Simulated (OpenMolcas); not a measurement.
Consider [Cu2(μ-F)2(NH3)4]2+, a planar model complex in vacuum (2 bridging F, bridge angle 96°, metal-metal distance 2.83 Å, Cu–F 1.91 Å; typed geometry, not optimised).

```xyz
20

Cu    -1.4157     0.0000     0.0000
Cu     1.4157     0.0000     0.0000
F      0.0000     1.2747     0.0000
F      0.0000    -1.2747     0.0000
N     -2.8511     1.4354     0.0000
H     -3.1329     1.7172     0.9389
H     -2.5580     2.2922    -0.4695
H     -3.7079     1.1423    -0.4694
N     -2.8511    -1.4354     0.0000
H     -3.1329    -1.7172     0.9389
H     -3.7079    -1.1423    -0.4695
H     -2.5580    -2.2922    -0.4694
N      2.8511     1.4354     0.0000
H      3.1329     1.7172     0.9389
H      3.7079     1.1423    -0.4695
H      2.5580     2.2922    -0.4694
N      2.8511    -1.4354     0.0000
H      3.1329    -1.7172     0.9389
H      2.5580    -2.2922    -0.4695
H      3.7079    -1.1423    -0.4694
```

### Question
Give the energies of the total-spin states at CASSCF(2,2) on the singly occupied d orbitals (ANO-RCC-VDZP on Cu, F, N and ANO-RCC-VDZ on H, scalar-relativistic DKH2, RICD, no spin-orbit coupling, OpenMolcas), and the exchange constant.

### Answer
Local spins 1/2 and 1/2.

| total S | E (cm⁻¹) | natural occupations, lowest and highest |
|---|---|---|
| 1 | 0.0 | 1.000, 1.000 |
| 0 | 11.8 | 0.981, 1.019 |

J = 5.9 cm⁻¹ (ferromagnetic).

J is defined by H = −2J S1·S2, so negative values are antiferromagnetic. Wave-function values come from the highest and lowest total spin; broken-symmetry values use Yamaguchi's formula with the computed ⟨S²⟩. The active space holds the singly occupied metal orbitals alone, without bridging-ligand orbitals. No row is a measured value.
